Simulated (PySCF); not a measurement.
**An excited-state table with gaps**

Species: C5H9FOSi.
Bonds: F1–C2, C2–O3, O3–C4, C4–C5 (double), C5–Si6, Si6–C7, C7–C8, C4–C8. Hydrogens: H9, H10 on C2; H11 on C5; H12, H13 on Si6; H14, H15 on C7; H16, H17 on C8.

Computed, not measured: TDDFT PBE0/def2-SVPD, vertical, gas phase, core orbitals frozen in the response (PySCF 2.14.0, density-fitted response routines). Geometry: GFN2-xTB, one conformer, isolated molecule.

Lowest singlets, with some entries withheld (?).

```tsv
state	ν̃ (cm⁻¹)	f	main configurations (H = HOMO, L = LUMO)
S1	51240	0.016	H→L+1 (74%), H→L (17%)
S2	52540	0.0011	H→L+2 (90%)
S3	53680	0.244	H→L (76%), H→L+1 (16%)
S4	?	?	?
S5	58910	0.0089	H→L+4 (78%), H→L+3 (10%)
S6	59550	0.014	H-1→L (89%)
S7	?	?	?
S8	62950	0.041	H→L+7 (55%), H→L+6 (42%)
```

Supply the missing values.

- S4: ν̃ = 57380 cm⁻¹; f = 0.0097; H→L+3 (87%), H→L+4 (9%)
- S7: ν̃ = 61220 cm⁻¹; f = 0.023; H→L+5 (86%), H→L+4 (9%)

Where do the lowest triplets lie (Tamm–Dancoff)?

T1 4.46 eV, H→L (90%); T2 6.21 eV, H→L+1 (75%), H→L+2 (17%); T3 6.38 eV, H→L+2 (77%), H→L+1 (17%). E(S1) − E(T1) = +1.89 eV.

How far apart are S7 and S8, in eV and cm⁻¹?

7.805 − 7.591 = 0.214 eV, or about 1730 cm⁻¹.

What is the mean static polarisability from the same response equations?

89.1 au (13.20 Å³), with principal values 69.3, 88.6 and 109.4 au.
